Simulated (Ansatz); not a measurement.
Reactions of F₃HSeZr (`[F][Zr]([F])([F])[SeH]`).

Computed with Ansatz on PBE0-D4/def2-TZVP structures; ΔE is electronic, products minus reactants. CBS: MP2 limit from def2 TZ/QZ plus the TZ coupled-cluster correction, frozen cores. This one scheme is used for every species. Elements past krypton have def2 core potentials. For Br, Ga, Se, Zr outer-core shells are correlated without core-valence functions, which leaves a few kJ/mol of doubt a bond. Scalar relativity is left out up to krypton. One conformer a species, not always the lowest.

Q: Order these by ΔE at CCSD(T)/CBS, lowest first. (Estimate.)
A. `[F][Zr]([F])([F])[SeH]` + `[F][Ga]([F])[Cl]` → `[F][Zr]([F])([Cl])[SeH]` + `[F][Ga]([F])[F]`
B. `[F][Zr]([F])([F])[SeH]` + `CC(C)[NH][Al]([F])[F]` → `[F][Al]([F])[SeH]` + `CC(C)[NH][Zr]([F])([F])[F]`
C. `[F][Zr]([F])([F])[SeH]` + H₂O → `[OH][Zr]([F])([F])[SeH]` + H–F
D. `[F][Zr]([F])([F])[SeH]` + HBr → `[F][Zr]([F])([F])[Br]` + H₂Se
E. `[F][Zr]([F])([F])[SeH]` + H–F → `[F][Zr]([F])([F])[F]` + H₂Se
F. `[F][Zr]([F])([F])[SeH]` + `CC(C)N` → `CC(C)[NH][Zr]([F])([F])[F]` + H₂Se
G. `[F][Zr]([F])([F])[SeH]` + HCl → `[F][Zr]([F])([Cl])[SeH]` + H–F

A: E (-18.0 kcal/mol), D (-15.0 kcal/mol), B (-2.2 kcal/mol), G (+2.6 kcal/mol), F (+4.8 kcal/mol), C (+8.5 kcal/mol), A (+12.8 kcal/mol).

Largest T1 diagnostic: 0.018, for `[F][Zr]([F])([F])[F]`.
